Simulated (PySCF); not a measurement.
**MgBr from Hartree–Fock to correlated methods**

State: ²Σ⁺ (doublet), unpaired electrons σ ↑. Set-up: PySCF, no relativity, basis sets Mg aug-pcseg-1, Br aug-pcseg-1. De refers to Mg + Br in their high-spin ground configurations, without counterpoise correction. The functionals are run spin-unrestricted. A positive dipole means Mg(−)Br(+).

```json
{"Level": "UHF", "Re (Å)": "2.421", "ωe (cm⁻¹)": "352", "De (eV)": "2.52", "μ (D)": "-3.97", "CPU s a point (SCF and correlation, without the integrals)": "0.098"}
{"Level": "UHF-MP2", "Re (Å)": "2.435", "ωe (cm⁻¹)": "345", "De (eV)": "2.98", "μ (D)": "n/a", "CPU s a point (SCF and correlation, without the integrals)": "0.16"}
{"Level": "UHF-SCS-MP2", "Re (Å)": "2.437", "ωe (cm⁻¹)": "344", "De (eV)": "2.79", "μ (D)": "n/a", "CPU s a point (SCF and correlation, without the integrals)": "n/a"}
{"Level": "UHF-CCSD", "Re (Å)": "2.437", "ωe (cm⁻¹)": "344", "De (eV)": "2.52", "μ (D)": "n/a", "CPU s a point (SCF and correlation, without the integrals)": "n/a"}
{"Level": "UHF-CCSD(T)", "Re (Å)": "2.441", "ωe (cm⁻¹)": "342", "De (eV)": "2.57", "μ (D)": "n/a", "CPU s a point (SCF and correlation, without the integrals)": "4.7"}
{"Level": "PBE", "Re (Å)": "2.435", "ωe (cm⁻¹)": "332", "De (eV)": "2.82", "μ (D)": "-3.57", "CPU s a point (SCF and correlation, without the integrals)": "0.35"}
{"Level": "PW91", "Re (Å)": "2.433", "ωe (cm⁻¹)": "332", "De (eV)": "2.87", "μ (D)": "-3.60", "CPU s a point (SCF and correlation, without the integrals)": "0.27"}
{"Level": "BLYP", "Re (Å)": "2.451", "ωe (cm⁻¹)": "322", "De (eV)": "2.54", "μ (D)": "-3.73", "CPU s a point (SCF and correlation, without the integrals)": "0.25"}
{"Level": "r²SCAN", "Re (Å)": "2.414", "ωe (cm⁻¹)": "346", "De (eV)": "3.13", "μ (D)": "-3.68", "CPU s a point (SCF and correlation, without the integrals)": "0.47"}
{"Level": "B3LYP", "Re (Å)": "2.430", "ωe (cm⁻¹)": "335", "De (eV)": "2.61", "μ (D)": "-3.83", "CPU s a point (SCF and correlation, without the integrals)": "0.43"}
{"Level": "PBE0", "Re (Å)": "2.416", "ωe (cm⁻¹)": "345", "De (eV)": "2.86", "μ (D)": "-3.71", "CPU s a point (SCF and correlation, without the integrals)": "0.72"}
{"Level": "HSE06", "Re (Å)": "2.419", "ωe (cm⁻¹)": "343", "De (eV)": "2.86", "μ (D)": "-3.73", "CPU s a point (SCF and correlation, without the integrals)": "0.82"}
```

Which functional lies closest to UHF-CCSD(T) in De, which farthest, and by how much do they differ from it?

Closest is BLYP (+1.0 pm in Re, -5.8 % in ωe, -0.03 eV in De against UHF-CCSD(T) in the same basis), farthest r²SCAN (-2.7 pm in Re, +1.2 % in ωe, +0.56 eV in De). CCSD(T) converges more slowly with the basis than the functionals do and binds too weakly in this one, so the order can change at the basis-set limit.

What does the step from GGA to meta-GGA do here, going from PBE to r²SCAN?

r²SCAN less PBE: -2.1 pm in Re, +4.2 % in ωe, +0.31 eV in De. 

What does all correlation do here, going from UHF to UHF-CCSD(T)?

UHF-CCSD(T) less UHF: +2.0 pm in Re, -2.8 % in ωe, +0.05 eV in De. Correlation nearly always deepens the well. The bond lengthens, as in strong covalent bonds, where excitations into antibonding orbitals dominate.

Correlated steps freeze 10 core orbitals. Correlated levels converge slowly with the basis: in double zeta they bind strong bonds too weakly, by up to about 1 eV, and carry superposition errors of some tenths. Spin–orbit coupling is left out. The state is the lowest determinant that a PBE0 search found; another state may lie lower at other levels.

The whole job (state search and all levels along the bond) took about 1.5 min on 1 thread of Intel Xeon Platinum 8488C (shared host), peak memory 0.55 GiB.
